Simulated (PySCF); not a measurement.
Vertical excitations of a molecule CH₅Cl₂NSi from PySCF with TDA-LC-ωPBE/def2-SVPD, as energy in eV (oscillator strength): 7.66 (0.046), 8.28 (0.004), 8.70 (0.056), 8.83 (0.102), 8.85 (0.019), 9.14 (0.112), 9.30 (0.021), 9.31 (0.088), 9.38 (0.055), 9.56 (0.049). Lowest triplet (TDA): 7.16 eV. The structure is a stationary point at PBE0-D3(BJ)/def2-SVP. The values are those of a single conformer.

### Question
Identify the compound among the candidates.
A) CN[SiH](Cl)Cl
B) C[Si](N)(Cl)Cl
C) NC[SiH](Cl)Cl

### Answer
B, C[Si](N)(Cl)Cl
